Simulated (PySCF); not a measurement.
C3H6OSi2, SMILES O=C[Si@H]1C=C[SiH2]1.

Geometry optimised at PBE-D3(BJ)/def2-SVP. The structure was generated by enumeration; whether it is a known compound was not checked. The values are those of a single conformer.

All values below come from PySCF with PBE-D3(BJ)/def2-SVP.

Frequencies are harmonic and unscaled.

```json
[
 {"mode": "1", "ν (cm⁻¹)": "51", "IR (km/mol)": "4.1", "moving atoms (share of kinetic energy)": "O 45 %, Si 26 %, C 15 %, H 14 %"},
 {"mode": "2", "ν (cm⁻¹)": "71", "IR (km/mol)": "1.7", "moving atoms (share of kinetic energy)": "C 35 %, Si 30 %, O 19 %, H 16 %"},
 {"mode": "3", "ν (cm⁻¹)": "150", "IR (km/mol)": "0.7", "moving atoms (share of kinetic energy)": "C 40 %, H 40 %, Si 19 %"},
 {"mode": "4", "ν (cm⁻¹)": "220", "IR (km/mol)": "7.2", "moving atoms (share of kinetic energy)": "C 39 %, H 37 %, O 12 %, Si 11 %"},
 {"mode": "5", "ν (cm⁻¹)": "302", "IR (km/mol)": "1.1", "moving atoms (share of kinetic energy)": "O 41 %, C 35 %, H 14 %, Si 11 %"},
 {"mode": "6", "ν (cm⁻¹)": "401", "IR (km/mol)": "0.9", "moving atoms (share of kinetic energy)": "Si 61 %, H 28 %, C 11 %"},
 {"mode": "7", "ν (cm⁻¹)": "435", "IR (km/mol)": "5.8", "moving atoms (share of kinetic energy)": "H 40 %, Si 32 %, C 27 %"},
 {"mode": "8", "ν (cm⁻¹)": "446", "IR (km/mol)": "3.1", "moving atoms (share of kinetic energy)": "Si 45 %, H 30 %, C 21 %"},
 {"mode": "9", "ν (cm⁻¹)": "564", "IR (km/mol)": "6.8", "moving atoms (share of kinetic energy)": "H 93 %"},
 {"mode": "10", "ν (cm⁻¹)": "612", "IR (km/mol)": "34.5", "moving atoms (share of kinetic energy)": "H 76 %, Si 17 %"},
 {"mode": "11", "ν (cm⁻¹)": "633", "IR (km/mol)": "11.2", "moving atoms (share of kinetic energy)": "H 46 %, C 32 %, Si 22 %"},
 {"mode": "12", "ν (cm⁻¹)": "660", "IR (km/mol)": "12.6", "moving atoms (share of kinetic energy)": "H 58 %, C 24 %, Si 18 %"},
 {"mode": "13", "ν (cm⁻¹)": "698", "IR (km/mol)": "50.6", "moving atoms (share of kinetic energy)": "C 47 %, H 41 %, Si 11 %"},
 {"mode": "14", "ν (cm⁻¹)": "731", "IR (km/mol)": "75.9", "moving atoms (share of kinetic energy)": "H 47 %, C 33 %, Si 20 %"},
 {"mode": "15", "ν (cm⁻¹)": "733", "IR (km/mol)": "10.4", "moving atoms (share of kinetic energy)": "H 54 %, C 35 %, Si 11 %"},
 {"mode": "16", "ν (cm⁻¹)": "774", "IR (km/mol)": "138.3", "moving atoms (share of kinetic energy)": "H 66 %, C 19 %, Si 14 %"},
 {"mode": "17", "ν (cm⁻¹)": "844", "IR (km/mol)": "14.1", "moving atoms (share of kinetic energy)": "H 57 %, C 36 %"},
 {"mode": "18", "ν (cm⁻¹)": "909", "IR (km/mol)": "105.0", "moving atoms (share of kinetic energy)": "H 94 %"},
 {"mode": "19", "ν (cm⁻¹)": "983", "IR (km/mol)": "0.1", "moving atoms (share of kinetic energy)": "H 77 %, C 23 %"},
 {"mode": "20", "ν (cm⁻¹)": "1026", "IR (km/mol)": "4.3", "moving atoms (share of kinetic energy)": "H 97 %"},
 {"mode": "21", "ν (cm⁻¹)": "1226", "IR (km/mol)": "11.0", "moving atoms (share of kinetic energy)": "H 65 %, C 34 %"},
 {"mode": "22", "ν (cm⁻¹)": "1326", "IR (km/mol)": "12.4", "moving atoms (share of kinetic energy)": "H 83 %, C 10 %"},
 {"mode": "23", "ν (cm⁻¹)": "1505", "IR (km/mol)": "1.3", "moving atoms (share of kinetic energy)": "C 96 %"},
 {"mode": "24", "ν (cm⁻¹)": "1731", "IR (km/mol)": "199.3", "moving atoms (share of kinetic energy)": "C 57 %, O 42 %"},
 {"mode": "25", "ν (cm⁻¹)": "2145", "IR (km/mol)": "111.6", "moving atoms (share of kinetic energy)": "H 98 %"},
 {"mode": "26", "ν (cm⁻¹)": "2155", "IR (km/mol)": "53.6", "moving atoms (share of kinetic energy)": "H 96 %"},
 {"mode": "27", "ν (cm⁻¹)": "2164", "IR (km/mol)": "114.3", "moving atoms (share of kinetic energy)": "H 96 %"},
 {"mode": "28", "ν (cm⁻¹)": "2694", "IR (km/mol)": "157.7", "moving atoms (share of kinetic energy)": "H 93 %"},
 {"mode": "29", "ν (cm⁻¹)": "3052", "IR (km/mol)": "5.8", "moving atoms (share of kinetic energy)": "H 92 %"},
 {"mode": "30", "ν (cm⁻¹)": "3073", "IR (km/mol)": "21.9", "moving atoms (share of kinetic energy)": "H 91 %, C 9 %"}
]
```
